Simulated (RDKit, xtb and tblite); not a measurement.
Internal rotation in C12H10S, SMILES c1ccc(C=Cc2ccccc2)s1. Scanned: dihedral C2–C1–C8–C9 and dihedral C1–C2–C3–S7; all other coordinates were relaxed at GFN2-xTB. Points at φ and −φ are mirror images. Heavy atoms are numbered in the order of the SMILES C(=Cc1cccs1)c1ccccc1, hydrogens after them in the order of the atoms that carry them; the mirror image has the same energies with the sign of each dihedral reversed.

Methods: GFN2-xTB (xtb and tblite); MMFF94 // GFN2-xTB (RDKit); UFF // GFN2-xTB (RDKit).

Energies in kcal/mol at chosen points (x: dihedral C2–C1–C8–C9 (°); y: dihedral C1–C2–C3–S7 (°)), relative to x = -30, y = 0:

```tsv
method	(90, 30)	(-90, 180)	(-30, -150)	(-30, 60)	(30, 150)	(-120, -120)	(180, -60)
GFN2-xTB	5.2	4.9	1.9	4.7	1.9	6.4	4.3
MMFF94	0.7	-1.6	-1.3	1.6	-1.3	1.1	1.8
UFF	5.5	4.8	1.4	4.4	1.4	6.7	4.6
```
